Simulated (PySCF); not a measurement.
## Correlation energy of Ar+ (argon, charge +1)

[Ne] 3s2 3p4 4s1, high-spin 4P determinant (an excited configuration). All numbers are calculated (PySCF 2.14, no relativity, point nucleus, in dyall-av3z (19s12p3d2f, 84 functions)). Frozen: [Ne]; 7 electrons correlated; the 23 highest virtual orbitals of each spin left out.

MP2 pair energies summed by pair of shells (mhartree):

```tsv
pair	energy	share (%)
3p-3p	-62.38	41.4
3s-3p	-61.02	40.5
3p-4s	-12.70	8.4
3s-3s	-10.04	6.7
3s-4s	-4.53	3.0
```

Total MP2 correlation energy: -150.67 mhartree.

Same-spin part -39.43 and opposite-spin part -111.24 mhartree; SCS-MP2 scales them by 1/3 and 6/5 to -146.63 mhartree.
